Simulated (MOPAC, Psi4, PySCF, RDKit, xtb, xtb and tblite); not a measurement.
Two geometries of SMILES OB(O)[SiH2][SiH2][SiH3] (H9BO2Si3), relaxed at GFN2-xTB with one dihedral held; other torsions can differ between them too.

Structure A

```
15

O     -1.6268     0.6451     1.2732
B     -1.7958    -0.1587     0.1911
O     -2.9869    -0.7108    -0.1303
Si    -0.1680    -0.5165    -0.8445
Si     1.6179    -0.8343     0.6144
Si     1.2747    -0.0131     2.7518
H     -2.3842     0.8449     1.8293
H     -3.7461    -0.5146     0.4259
H      0.1821     0.6125    -1.7308
H     -0.2896    -1.6362    -1.7938
H      2.8596    -0.2575     0.0708
H      1.9645    -2.2651     0.7251
H      2.4111    -0.1783     3.6665
H      0.9637     1.4179     2.7828
H      0.1598    -0.6900     3.4285
```

Structure B

```
15

O     -1.4262     0.5744     1.5422
B     -1.6213     0.7824     0.2222
O     -2.7286     1.4007    -0.2665
Si    -0.3191     0.2170    -1.1382
Si    -1.1237     0.8043    -3.2389
Si    -2.8858     2.3052    -3.2441
H     -2.0995     0.8785     2.1576
H     -3.4037     1.7119     0.3421
H     -0.0149    -1.2257    -1.0843
H      1.0143     0.8156    -0.9338
H     -1.5342    -0.3950    -3.9937
H     -0.0406     1.3419    -4.0822
H     -3.1673     2.8895    -4.5624
H     -4.1606     1.7166    -2.8231
H     -2.6521     3.4617    -2.3716
```

**Question.** Which is lower in energy at the level B3LYP-D3(BJ)/def2-TZVP // GFN2-xTB in Psi4 1.11, and by how much?

**Answer.** A is lower, by 0.66 kcal/mol (dihedral O1–B2–Si4–Si5: 40° in A, 180° in B).

E(B) − E(A) in kcal/mol at the other levels, on the same two geometries: GFN2-xTB (xtb and tblite) 0.04; B3LYP/def2-TZVP // GFN2-xTB (Psi4) 0.81; PBE/def2-TZVP // GFN2-xTB (Psi4) 0.78; PBE-D3(BJ)/def2-TZVP // GFN2-xTB (Psi4) 0.71; UFF // GFN2-xTB (RDKit) 1.04; PM6, restricted, heats of formation // GFN2-xTB (MOPAC) 0.34; PM7, restricted, heats of formation // GFN2-xTB (MOPAC) 0.55; GFN1-xTB // GFN2-xTB (xtb) -1.93; restricted B3LYP/6-31G*, spherical d, density fitting // GFN2-xTB (PySCF) 0.63; restricted LDA (SVWN5)/6-31G*, spherical d, density fitting // GFN2-xTB (PySCF) -0.02; restricted Hartree-Fock/STO-3G // GFN2-xTB (PySCF) 0.16; restricted M06-2X/6-31G*, spherical d, density fitting // GFN2-xTB (PySCF) 0.11.
